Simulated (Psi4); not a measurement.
Pair of molecules, SMILES S with SMILES CN (the first has 3 atoms); geometry from B3LYP-D3(BJ)/def2-TZVP.
(charge 0, multiplicity 1):
```xyz
10

S      0.299     0.131    -0.131
H      0.513     0.258     1.209
H      0.577    -1.182    -0.125
C     -0.694    -0.375     3.638
N      0.512     0.375     3.279
H     -0.582    -1.408     3.309
H     -1.546     0.044     3.103
H     -0.925    -0.379     4.710
H      1.333    -0.010     3.731
H      0.438     1.344     3.566
```

Level of theory: SAPT0/jun-cc-pV(D+d)Z run with Psi4.

**Question.** Give the four SAPT terms and the total, and say what mostly holds the pair together.

**Answer.** electrostatics -39.5, exchange 52.1, induction -16.6, dispersion -11.7, total -15.8 kJ/mol; the largest attraction is electrostatics.
